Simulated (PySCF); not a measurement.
Assignment exercise: C$_{6}$H$_{10}$N$_{2}$Si

Numbering as in the mapped SMILES `[SiH3:1][NH:2][NH:3][c:4]1[cH:5][cH:6][cH:7][cH:8][cH:9]1`; H(Xn) means a hydrogen on atom n.

[PySCF 2.14.0 with density-fitted response routines: coordinates at the GFN2-xTB level; NMR shieldings at PBE0/pcSseg-1/GIAO; in vacuum; rapidly exchanging positions averaged; non-relativistic Hamiltonian; one computed conformer]

Scale: $^{13}$C (186.93 ppm) and $^{1}$H (31.72 ppm) vs TMS (reference shieldings calculated alike).

(1) Assign these signals to the numbered atoms. $^{13}$C{$^{1}$H} NMR (computed): δ 154.7, 135.0, 123.6, 115.7.

(2) Assign these signals to the numbered atoms. $^{1}$H NMR (600 MHz, computed): δ 7.52 (m, 2H), 7.00 (t, 1H), 6.82 (d, 2H), 4.61 (s, 3H), 4.48 (br s, 1H), 2.90 (br s, 1H).

## Answers

(1) 
| δ (ppm) | atoms | environment | reason |
| --- | --- | --- | --- |
| 154.7 | C4 | aromatic carbon bearing nitrogen | the electronegative substituent deshields the carbon that carries it |
| 135.0 | C6/C8 | aromatic CH | the aromatic region |
| 123.6 | C7 | aromatic CH | – |
| 115.7 | C5/C9 | aromatic CH | it is ortho or para to a lone-pair donor and shielded by resonance |

(2) 
| δ (ppm) | atoms | environment | reason |
| --- | --- | --- | --- |
| 7.52 | H(C6)/H(C8) | hydrogen on an aromatic CH | ring-current deshielding |
| 7.00 | H(C7) | hydrogen on an aromatic CH | – |
| 6.82 | H(C5)/H(C9) | hydrogen on an aromatic CH | – |
| 4.61 | H(Si1) | hydrogen on a silicon bonded to N | – |
| 4.48 | H(N3) | hydrogen on a nitrogen bonded to O or N | labile proton, position sensitive to the medium |
| 2.90 | H(N2) | hydrogen on a nitrogen bonded to O or N | – |

OH and NH positions are those of a molecule without intermolecular hydrogen bonds; in solution they move with solvent, concentration and temperature, and exchange usually removes their couplings. Shifts are as computed. Against solution values, carbons near 30 ppm lie about +3 ppm off and those near 130 ppm about +5 ppm. Of 1211 compounds with measured shifts, 218 miss one by over three times the rms of a fit or turn the order of signals round; such compounds aren't used in these exercises. Multiplicities follow the n + 1 count of equivalent neighbours, as no J values were calculated; m marks all less simple cases, F and P coupling included.
